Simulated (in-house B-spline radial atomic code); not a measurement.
**Binding energies in Zr+**

NIST's tabulated ground configuration is [Kr] 4d2 5s1; each binding energy is the energy of the ion with one electron taken from that subshell, relaxed, less that of the parent. Level of theory: Dirac-Hartree-Fock, average of configuration, Fermi nucleus of rms radius 4.2694 fm; calculated with an all-electron radial atomic-structure program (B-spline basis). Energies include first-order Breit, QED and recoil terms.

| subshell | X-ray name | binding energy (eV) | -ε (eV) | relaxation (eV) |
| --- | --- | --- | --- | --- |
| 2p1/2 | L2 | 2324.5 | 2360.5 | 31.7 |
| 3p1/2 | M2 | 363.9 | 374.8 | 10.4 |
| 3p3/2 | M3 | 350.1 | 360.5 | 10.2 |
| 4p1/2 | N2 | 46.38 | 48.64 | 2.21 |
| 4p3/2 | N3 | 44.61 | 46.74 | 2.12 |
| 4d | N4,5 | 13.58 | 14.44 | 0.87 |
| 5s | O1 | 11.92 | 12.03 | 0.11 |

Relaxation = -ε minus the binding energy without Breit, QED and recoil terms.
